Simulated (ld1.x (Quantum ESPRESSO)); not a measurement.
**phosphorus PAW: all-electron and pseudo phase curves**

```
Element                 : P (Z = 15)
Generator               : ld1.x (Quantum ESPRESSO) 7.5
Type                    : PAW
Functional              : PBE
Relativity              : scalar-relativistic
Frozen core             : [Ne]
Valence charge          : 5
Reference configuration : 3s1.75 3p3.25
Partial waves           : 3s (bound): rcut 0.95, rcutus 1.35 bohr; 3s channel at 0.15 Ry: rcut 0.95, rcutus 1.35 bohr; 3p (bound): rcut 1.50, rcutus 2.00 bohr; 3p channel at 1.2 Ry: rcut 1.50, rcutus 2.00 bohr
Local potential         : all-electron potential smoothed inside 1.15 bohr (lloc = -1)
Core correction         : a·sin(br)/r model core, default radius (ld1.x builds one for every PAW set, though the input has nlcc=.false.)
Augmentation charge     : PSQ, radius 1.00 bohr
```

The phase is arctan(r·u′/u) with u = r·R(r), unwrapped; energies in Ry, scanned from -3 to 5 Ry. A pole is an energy at which the radial function vanishes at the test radius. The pseudo phase is shifted by a multiple of π to meet the all-electron one at the reference energy, and phase errors are pseudo minus all-electron; the curves can meet again beyond the range given. Levels narrower than the energy grid can be missing from the lists of poles.

**Question.** For each channel, where are the poles, and over which energies does the pseudopotential scatter like the atom?

**Answer.**

| channel | radius (bohr) | reference energy (Ry) | poles, all-electron | poles, pseudo | unbroken range about the reference energy with phases within 0.05 rad | phase error 1 Ry above the reference energy (rad) |
| --- | --- | --- | --- | --- | --- | --- |
| s | 2.19 | -1.04 | 0.46 | 0.46 | the whole range | +0.000 |
| p | 2.19 | -0.42 | 1.49 | 1.49 | below 4.8 | +0.000 |

Note: ghost state, extra bound levels that the all-electron valence spectrum of the same l lacks: s at -49.4 eV. A true bound ghost makes a file unfit for plane-wave use.

Phases in the p channel:

| E (Ry) | all-electron | pseudo |
| --- | --- | --- |
| -3.00 | 1.248 | 1.248 |
| -2.52 | 1.201 | 1.201 |
| -2.04 | 1.128 | 1.127 |
| -1.56 | 0.997 | 0.997 |
| -1.08 | 0.708 | 0.708 |
| -0.60 | -0.050 | -0.050 |
| -0.12 | -0.936 | -0.936 |
| 0.36 | -1.297 | -1.297 |
| 0.84 | -1.456 | -1.456 |
| 1.32 | -1.547 | -1.547 |
| 1.80 | -1.610 | -1.610 |
| 2.28 | -1.663 | -1.663 |
| 2.76 | -1.713 | -1.713 |
| 3.24 | -1.767 | -1.768 |
| 3.72 | -1.834 | -1.838 |
| 4.20 | -1.929 | -1.941 |
| 4.68 | -2.089 | -2.125 |
